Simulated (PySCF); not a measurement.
Isomers of C7H13NSi.

All values: PBE0/pcSseg-1 (PySCF) at GFN2-xTB geometries, gas phase, one conformer each.

**Question.** Rank by dipole moment, lowest first.
A. `[CH3:1][C:2]#[C:3][Si@@H:4](/[CH:5]=[CH:6]\[CH3:7])[NH:8][CH3:9]` with C3–Si4–C5–C6 53°, C3–Si4–N8–C9 57°
B. `[CH3:1][C:2]#[C:3][C@H:4]1[CH2:5][CH2:6][N:7]([SiH3:8])[CH2:9]1` with C3–C4–C5–C6 105°, C4–C5–C6–N7 35°, C5–C6–N7–Si8 157°, C6–N7–C9–C4 33°
C. `[CH2:1]=[CH:2][CH2:3][C:4]1([SiH2:5][N:6]=[CH2:7])[CH2:8][CH2:9]1` with C1–C2–C3–C4 -117°, C2–C3–C4–Si5 65°, C3–C4–Si5–N6 168°, C4–Si5–N6–C7 119°
D. `[CH3:1][CH2:2][CH2:3][Si@H:4]1[CH2:5][C@@H:6]([C:7]#[N:8])[CH2:9]1` with C1–C2–C3–Si4 -178°, C2–C3–Si4–C5 -168°, C3–Si4–C5–C6 126°, Si4–C5–C6–C7 -133°, C5–C6–C9–Si4 12°, C3–Si4–C9–C6 -125°
E. `[CH:1]#[C:2][C@:3]([CH3:4])([CH2:5][CH:6]=[CH2:7])[NH:8][SiH3:9]` with C2–C3–C5–C6 -62°, C3–C5–C6–C7 -106°, C2–C3–N8–Si9 -162°
F. `[CH2:1]=[CH:2]/[C:3]([CH3:4])=[N:5]/[C@H:6]([SiH3:7])[CH:8]=[CH2:9]` with C1–C2–C3–C4 5°, C3–N5–C6–Si7 -95°, N5–C6–C8–C9 -151°

**Answer.** E (0.73 D), B (1.05 D), C (1.29 D), F (1.72 D), A (2.11 D), D (4.62 D).

**Question.** Rank by the highest IAO charge on any atom, highest value first.
A. `[CH:1]#[C:2][C@:3]([CH3:4])([CH2:5][CH:6]=[CH2:7])[NH:8][SiH3:9]` with C2–C3–C5–C6 -62°, C3–C5–C6–C7 -106°, C2–C3–N8–Si9 -162°
B. `[CH:1]#[C:2][Si@:3]1([CH3:4])[CH2:5][C@H:6]([CH2:7][NH2:8])[CH2:9]1` with C5–C6–C7–N8 62°, C6–C7–N8–H 61° and 180°, C2–Si3–C5–C6 -99°, Si3–C5–C6–C7 104°, C5–C6–C9–Si3 13°, C2–Si3–C9–C6 100°
C. `[CH2:1]=[CH:2]/[C:3]([CH3:4])=[N:5]/[C@H:6]([SiH3:7])[CH:8]=[CH2:9]` with C1–C2–C3–C4 5°, C3–N5–C6–Si7 -95°, N5–C6–C8–C9 -151°
D. `[CH3:1][CH2:2][CH2:3][Si@H:4]1[CH2:5][C@@H:6]([C:7]#[N:8])[CH2:9]1` with C1–C2–C3–Si4 -178°, C2–C3–Si4–C5 -168°, C3–Si4–C5–C6 126°, Si4–C5–C6–C7 -133°, C5–C6–C9–Si4 12°, C3–Si4–C9–C6 -125°
E. `[CH2:1]=[C:2]([CH3:3])[Si:4]1([NH2:5])[CH2:6][CH:7]=[CH:8][CH2:9]1` with C1–C2–Si4–N5 10°, C2–Si4–N5–H -174° and 49°
F. `[CH3:1][C:2]#[C:3][Si@@H:4](/[CH:5]=[CH:6]\[CH3:7])[NH:8][CH3:9]` with C3–Si4–C5–C6 53°, C3–Si4–N8–C9 57°

**Answer.** E (+1.145 e), B (+1.041 e), F (+1.019 e), D (+0.898 e), A (+0.731 e), C (+0.617 e).

**Question.** Rank by HOMO energy, highest first.
A. `[CH2:1]=[CH:2]/[C:3]([CH3:4])=[N:5]/[C@H:6]([SiH3:7])[CH:8]=[CH2:9]` with C1–C2–C3–C4 5°, C3–N5–C6–Si7 -95°, N5–C6–C8–C9 -151°
B. `[CH2:1]=[C:2]([CH3:3])[Si:4]1([NH2:5])[CH2:6][CH:7]=[CH:8][CH2:9]1` with C1–C2–Si4–N5 10°, C2–Si4–N5–H -174° and 49°
C. `[CH:1]#[C:2][C@@H:3]1[CH2:4][Si@@H:5]([NH2:6])[CH2:7][C@@H:8]1[CH3:9]` with C4–Si5–N6–H 162° and -63°, C2–C3–C4–Si5 -160°, C3–C4–Si5–N6 -102°, C4–Si5–C7–C8 17°, Si5–C7–C8–C9 82°
D. `[CH3:1][C:2]#[C:3][C@H:4]1[CH2:5][CH2:6][N:7]([SiH3:8])[CH2:9]1` with C3–C4–C5–C6 105°, C4–C5–C6–N7 35°, C5–C6–N7–Si8 157°, C6–N7–C9–C4 33°
E. `[CH3:1][CH2:2][CH2:3][Si@H:4]1[CH2:5][C@@H:6]([C:7]#[N:8])[CH2:9]1` with C1–C2–C3–Si4 -178°, C2–C3–Si4–C5 -168°, C3–Si4–C5–C6 126°, Si4–C5–C6–C7 -133°, C5–C6–C9–Si4 12°, C3–Si4–C9–C6 -125°
F. `[CH3:1][C:2]#[C:3][Si@@H:4](/[CH:5]=[CH:6]\[CH3:7])[NH:8][CH3:9]` with C3–Si4–C5–C6 53°, C3–Si4–N8–C9 57°

**Answer.** D (-6.33 eV), F (-6.53 eV), A (-6.73 eV), B (-6.89 eV), C (-7.24 eV), E (-8.20 eV).

All values together:

```csv
SMILES,μ (D),HOMO (eV),LUMO (eV),lowest IAO charge (e),highest IAO charge (e),lowest Hirshfeld charge (e),highest Hirshfeld charge (e)
C#C[C@@H]1C[Si@@H](N)C[C@@H]1C,1.83,-7.24,0.93,-0.836 (N),+1.010 (Si),-0.318 (N),+0.391 (Si)
CC#C[Si@@H](/C=C\C)NC,2.11,-6.53,-0.22,-0.671 (N),+1.019 (Si),-0.246 (N),+0.388 (Si)
C=C/C(C)=N/[C@H]([SiH3])C=C,1.72,-6.73,-1.06,-0.462 (C),+0.617 (Si),-0.136 (N),+0.312 (Si)
C#C[Si@]1(C)C[C@H](CN)C1,1.04,-6.67,0.11,-0.716 (C),+1.041 (Si),-0.230 (N),+0.417 (Si)
C#C[C@](C)(CC=C)N[SiH3],0.73,-6.89,0.19,-0.670 (N),+0.731 (Si),-0.236 (N),+0.339 (Si)
CCC[Si@H]1C[C@@H](C#N)C1,4.62,-8.20,0.11,-0.541 (C),+0.898 (Si),-0.242 (N),+0.386 (Si)
[H]/N=C\C=C1\CCC[SiH2]C1,3.92,-6.80,-1.06,-0.541 (C),+0.762 (Si),-0.248 (N),+0.350 (Si)
CC#C[C@H]1CCN([SiH3])C1,1.05,-6.33,0.71,-0.520 (N),+0.744 (Si),-0.177 (N),+0.340 (Si)
C=C(C)[Si]1(N)CC=CC1,0.98,-6.89,0.07,-0.834 (N),+1.145 (Si),-0.315 (N),+0.423 (Si)
C=CCC1([SiH2]N=C)CC1,1.29,-6.87,-0.76,-0.518 (N),+0.879 (Si),-0.217 (N),+0.355 (Si)
C#C[C@](C)(N[SiH3])C(=C)C,0.91,-6.97,0.21,-0.668 (N),+0.739 (Si),-0.230 (N),+0.331 (Si)
C=C([SiH3])/C=N\C1CCC1,1.79,-6.90,-1.02,-0.292 (C),+0.605 (Si),-0.142 (N),+0.315 (Si)
```

Conformers: `[CH:1]#[C:2][C@@H:3]1[CH2:4][Si@@H:5]([NH2:6])[CH2:7][C@@H:8]1[CH3:9]` with C4–Si5–N6–H 162° and -63°, C2–C3–C4–Si5 -160°, C3–C4–Si5–N6 -102°, C4–Si5–C7–C8 17°, Si5–C7–C8–C9 82°; `[CH3:1][C:2]#[C:3][Si@@H:4](/[CH:5]=[CH:6]\[CH3:7])[NH:8][CH3:9]` with C3–Si4–C5–C6 53°, C3–Si4–N8–C9 57°; `[CH2:1]=[CH:2]/[C:3]([CH3:4])=[N:5]/[C@H:6]([SiH3:7])[CH:8]=[CH2:9]` with C1–C2–C3–C4 5°, C3–N5–C6–Si7 -95°, N5–C6–C8–C9 -151°; `[CH:1]#[C:2][Si@:3]1([CH3:4])[CH2:5][C@H:6]([CH2:7][NH2:8])[CH2:9]1` with C5–C6–C7–N8 62°, C6–C7–N8–H 61° and 180°, C2–Si3–C5–C6 -99°, Si3–C5–C6–C7 104°, C5–C6–C9–Si3 13°, C2–Si3–C9–C6 100°; `[CH:1]#[C:2][C@:3]([CH3:4])([CH2:5][CH:6]=[CH2:7])[NH:8][SiH3:9]` with C2–C3–C5–C6 -62°, C3–C5–C6–C7 -106°, C2–C3–N8–Si9 -162°; `[CH3:1][CH2:2][CH2:3][Si@H:4]1[CH2:5][C@@H:6]([C:7]#[N:8])[CH2:9]1` with C1–C2–C3–Si4 -178°, C2–C3–Si4–C5 -168°, C3–Si4–C5–C6 126°, Si4–C5–C6–C7 -133°, C5–C6–C9–Si4 12°, C3–Si4–C9–C6 -125°; `[H]/[N:1]=[CH:2]\[CH:3]=[C:4]1\[CH2:5][CH2:6][CH2:7][SiH2:8][CH2:9]1` with N1–C2–C3–C4 178°, C3–C4–C5–C6 99°, C4–C5–C6–C7 67°, C5–C6–C7–Si8 -55°, C6–C7–Si8–C9 44°; `[CH3:1][C:2]#[C:3][C@H:4]1[CH2:5][CH2:6][N:7]([SiH3:8])[CH2:9]1` with C3–C4–C5–C6 105°, C4–C5–C6–N7 35°, C5–C6–N7–Si8 157°, C6–N7–C9–C4 33°; `[CH2:1]=[C:2]([CH3:3])[Si:4]1([NH2:5])[CH2:6][CH:7]=[CH:8][CH2:9]1` with C1–C2–Si4–N5 10°, C2–Si4–N5–H -174° and 49°; `[CH2:1]=[CH:2][CH2:3][C:4]1([SiH2:5][N:6]=[CH2:7])[CH2:8][CH2:9]1` with C1–C2–C3–C4 -117°, C2–C3–C4–Si5 65°, C3–C4–Si5–N6 168°, C4–Si5–N6–C7 119°; `[CH:1]#[C:2][C@:3]([CH3:4])([NH:5][SiH3:6])[C:7](=[CH2:8])[CH3:9]` with C2–C3–N5–Si6 -73°, C2–C3–C7–C8 6°; `[CH2:1]=[C:2]([SiH3:3])/[CH:4]=[N:5]\[CH:6]1[CH2:7][CH2:8][CH2:9]1` with C1–C2–C4–N5 -59°, C4–N5–C6–C7 -149°, N5–C6–C7–C8 -129°, C6–C7–C8–C9 13°, C7–C8–C9–C6 -13°, N5–C6–C9–C8 128°.
